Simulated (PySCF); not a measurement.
# Reading the logs of faulty runs: BCGeH6O

Calculated results; nothing here was measured. The program is PySCF 2.14.0, an open-source quantum chemistry code, run on an isolated molecule that a program drew, which may never have been made. The molecule is BCGeH6O (charge 0, doublet), drawn as the SMILES string `C[BH][GeH][OH]`.

Each row is a Hartree-Fock (HF) and frozen-core CCSD(T) single point in the cc-pVDZ basis, meant for a local HF minimum. Run 1 is clean. Each other run has one planted mistake out of seven kinds, and not every kind appears here: one electron removed, one electron added, multiplicity raised by two, geometry at a saddle point, minimal basis STO-3G, one bond length entered in bohr, all coordinates scaled. The reference is restricted for singlets and unrestricted otherwise, and also for a bond in bohr. Adding or removing an electron swaps singlet and doublet. Electrons count all cores. HOMO and LUMO are orbital energies over both spins, the gradient is its largest component, and the lowest frequency (negative if imaginary) is given only where the gradient is small. Bond lengths are over the 9 bonds as drawn. T1 is the CCSD diagnostic: over 0.02 (restricted) or 0.045 (unrestricted) a single reference is doubtful. Germanium has the cc-pVDZ-PP basis, with a core potential (ECP10MDF) in place of its 10 inner electrons, and its 3s, 3p and 3d shells are frozen in CCSD(T).

Geometry of the clean run:
```xyz
10
BCGeH6O, angstrom
C     0.5218    1.3790    1.3497
B     2.0176    1.0735    0.9527
Ge    2.6633    0.7426   -0.9468
O     1.6764    1.2874   -2.3327
H    -0.1624    1.5482    0.5162
H     0.5024    2.2678    1.9919
H     0.1256    0.5593    1.9607
H     2.8394    0.8741    1.8057
H     4.0938    0.9922   -1.4182
H     0.7414    1.2251   -2.2024
```

| run | electrons | basis functions | <S^2> | HOMO (eV) | LUMO (eV) | gradient (hartree/bohr) | lowest frequency (cm^-1) | mean bond (Å) | longest bond (Å) | T1 | HF (hartree) | CCSD(T) (hartree) | mistake |
|---|---|---|---|---|---|---|---|---|---|---|---|---|---|
| 1 | 57 | 95 | 0.773 | -7.88 | 0.94 | 3.2e-05 | 100 | 1.3729 | 2.033 | 0.0216 | -434.27180 | -434.83268 | no fault |
| 2 | 57 | 95 | 3.772 | -6.07 | -2.16 | 7.4e-02 | - | 1.3729 | 2.033 | 0.0211 | -434.10030 | -434.65531 | multiplicity raised by two |
| 3 | 57 | 95 | 0.771 | -7.78 | 1.07 | 5.3e-02 | - | 1.3152 | 1.948 | 0.0198 | -434.25447 | -434.80787 | all coordinates scaled |
| 4 | 57 | 95 | 0.902 | -8.34 | 1.22 | 2.4e-02 | - | 1.5739 | 3.842 | 0.0329 | -434.20436 | -434.75212 | one bond length entered in bohr |
| 5 | 56 | 95 | 0.000 | -17.18 | -6.35 | 5.6e-02 | - | 1.3729 | 2.033 | 0.0219 | -434.01091 | -434.56548 | one electron removed |
| 6 | 58 | 95 | 0.000 | -0.53 | 8.04 | 5.3e-02 | - | 1.3729 | 2.033 | 0.0212 | -434.26176 | -434.85919 | ? |

**Which mistake was planted in run 6, and what did it cost?**

It counts 58 electrons, one more than the clean run, at the same geometry and basis. So the mistake is: one electron added. Subtracting run 1 and multiplying by 627.51 kcal/mol a hartree, the energy moved by 6.3 kcal/mol in HF and -16.6 kcal/mol in CCSD(T).

Cautions from the logs. Run 5: T1 is over the limit, so its CCSD(T) energy is less reliable; run 6: T1 is over the limit, so its CCSD(T) energy is less reliable.
